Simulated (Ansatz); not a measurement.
Reaction (formal exchange of groups at the Si–C bond): `O=COC[SiH2]S` + `[AlH3]` → `[AlH2][SiH2]S` + `COC=O`

Computed with Ansatz on PBE0-D4/def2-TZVP structures; ΔE is electronic, products minus reactants. CCSD(T)/CBS adds triple-zeta CCSD(T) − MP2 to the extrapolated MP2 energy (def2 sets, frozen cores). This one scheme is used for every species. DFT in def2-TZVPP. Each species was taken in one conformer, which may not be the lowest.

`O=COC[SiH2]S`:

Cartesian coordinates in Å:
```
O 1.473 -1.409 -1.510
C 1.756 -0.247 -1.503
O 0.955 0.752 -1.137
C -0.367 0.380 -0.710
Si -0.424 0.089 1.159
S -2.331 -0.801 1.544
H 2.728 0.167 -1.806
H -0.693 -0.514 -1.247
H -1.016 1.212 -0.985
H -0.330 1.377 1.892
H 0.712 -0.779 1.554
H -2.462 -0.227 2.750
```

`[AlH3]`:

```xyz
4

Al    0.000    0.000    0.000
H    -1.456    0.565   -0.274
H     1.271    0.887   -0.335
H     0.185   -1.452    0.609
```

`[AlH2][SiH2]S`:

Cartesian coordinates in Å:
```
Al -0.763 1.202 -1.140
Si 0.090 -0.701 0.160
S 1.253 0.105 1.777
H -0.418 2.691 -0.716
H -1.669 0.930 -2.416
H 0.931 -1.607 -0.677
H -1.019 -1.544 0.695
H 1.595 -1.077 2.318
```

`COC=O`:

Z-matrix (Å, degrees):
```
C
O 1 1.427
H 1 1.091 2 110.5
H 1 1.087 2 105.9 3 119.7
H 1 1.091 2 110.5 3 -120.5
C 2 1.330 1 115.2 3 60.3
O 6 1.196 2 125.8 1 0.0
H 6 1.100 2 109.2 1 180.0
```

```csv
level,ΔE (kJ/mol)
PBE0,-36.9
MP2/def2-QZVPP,-18.2
```

Task: What does CCSD(T)/CBS give? (An estimate is asked.)

Result: Computed: -24.4 kJ/mol. The listed levels differ from it by -12.5, 6.2 kJ/mol.

Largest T1 diagnostic among the species: 0.015.

The D4 term adds +6.1 kJ/mol with B3LYP and +3.5 kJ/mol with PBE0; it sums over pairs of atoms, weighted by their polarisabilities, and B3LYP, whose exchange is more repulsive, gets the larger term.

B3LYP here is the variant with VWN-RPA as its local correlation; programs differ in this.
